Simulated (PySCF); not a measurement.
Ir⁺: ionisation energy

Ir⁺ [Xe] 4f14 5d7 6s1 (5F) → Ir²⁺ [Xe] 4f14 5d7 (4F), as a difference of total energies. Computed with PySCF 2.14 in x2c-TZVPPall (11s7p7d3f1g, 97 functions), with the spin-free X2C one-electron Hamiltonian (Gaussian nucleus). Correlated levels: valence: [Xe] 4f14 frozen. The calculations carry no spin-orbit coupling.

| method | ionisation energy (eV) |
| --- | --- |
| UHF | 16.375 |
| MP2 (valence) | 17.340 |
| SCS-MP2 (valence) | 17.037 |
| CCSD (valence) | 17.257 |
| CCSD(T) (valence) | 17.296 |

Problem. How much does correlation contribute at CCSD(T) (valence)?

Solution. 17.296 − (16.375) = 0.921 eV, measured against UHF.

A first-order spin-orbit estimate (lowest level to lowest level, LS coupling) adds -0.036 eV.

Errors of the correlated levels include the incompleteness of this basis and the frozen core.

For comparison: 17 ± 0.3 eV (semi-empirical (NIST evaluation); NIST Atomic Spectra Database, ionization energies).
